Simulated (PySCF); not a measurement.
Compound: C3H3F3O.
SMILES with atom numbers: `[CH2:1]=[C:2]([F:3])[O:4][CH:5]([F:6])[F:7]` (hydrogens: H8, H9 on C1; H10 on C5)

Cartesian coordinates in Å at the GFN2-xTB level; atoms count from 1:
```xyz
10
C3H3F3O angstrom
C      1.8835    0.2891   -0.4589
C      0.7090   -0.2574   -0.2318
F      0.2943   -1.3566   -0.8903
O     -0.1768    0.1751    0.7047
C     -1.5124    0.0057    0.4904
F     -2.1120   -0.1185    1.6787
F     -2.0380    1.1114   -0.0860
H      2.5579   -0.1510   -1.1668
H      2.1820    1.1688    0.0748
H     -1.7787   -0.8621   -0.1373
```

Jobs on this species (10 atoms, 56 electrons) with PySCF (density fitting). Hardware of each: Intel Xeon Platinum 8488C, one thread (shared host). Times come from a shared host and carry two figures at best. Peak memory is the resident size of the whole Python process, interpreter and libraries included.

```csv
level and settings,work,basis functions,SCF cycles,wall time,peak memory
PBE0/def2-SVPD,"6 singlets by full TDDFT, 2 Tamm–Dancoff triplets, polarisability, density and orbital grids written",176,?,?,?
PBE0/def2-TZVPP,"spin–spin couplings from 9 perturbed nuclei, spin–dipole term for 3 of them",259,14,44 s,0.95 GiB
PBE0/pcSseg-1,"shieldings, charges and field gradients, density and orbital grids written",134,14,16 s,0.63 GiB
```

Question: Fill in the missing figures.

Answer: 
- PBE0/def2-SVPD; 6 singlets by full TDDFT, 2 Tamm–Dancoff triplets, polarisability, density and orbital grids written: 22 s, 0.72 GiB, 14 SCF cycles

Question: What do all jobs in the table cost together?

Answer: About 82 s; the longest takes about 54 % of that, and about 2.8 times as long as the shortest.
